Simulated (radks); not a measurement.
Values are calculated unless marked as measured or tabulated.
Charge is removed step by step from the 5s down level of neutral europium, starting from [Kr] 4d10 4f7 5s(up 1, down 1) 5p6 6s2. Level of theory: scalar-relativistic Kohn-Sham, r2SCAN, spin-polarised, spherical densities, finite nucleus; open shells are filled with parallel spins first (spin-orbit coupling, left out, can overturn this in heavy ions); meta-GGA in the generalised Kohn-Sham scheme; Fermi nuclear charge, rms radius 5.1115 fm (a radial shooting solver on a logarithmic mesh with Libxc functionals).

\begin{tabular}{lrrr}
removed (e) & E - E(0) (eV) & eigenvalue (eV) & E minus straight line (eV) \\ \hline
0 & 0.000 & -43.568 & 0.000 \\
0.1 & 4.402 & -44.550 & -0.464 \\
0.2 & 8.903 & -45.551 & -0.828 \\
0.3 & 13.506 & -46.569 & -1.092 \\
0.4 & 18.210 & -47.602 & -1.253 \\
0.5 & 23.019 & -48.648 & -1.310 \\
0.6 & 27.933 & -49.704 & -1.262 \\
0.7 & 32.953 & -50.771 & -1.108 \\
0.8 & 38.080 & -51.846 & -0.847 \\
0.9 & 43.315 & -52.929 & -0.478 \\
1 & 48.659 & -54.018 & 0.000 \\
\end{tabular}

Removing the whole electron costs 48.659 eV by Delta-SCF, against 43.568 eV from minus the eigenvalue at the starting occupation. Slater's transition state (half an electron removed) gives 48.648 eV. Integrating minus the eigenvalue over the occupation (Janak's theorem) gives 48.695 eV. In this scalar-relativistic scheme the density is built from large components alone, so the theorem holds only approximately. The mean slope of the eigenvalue, de/dn, is 10.5 eV per electron.
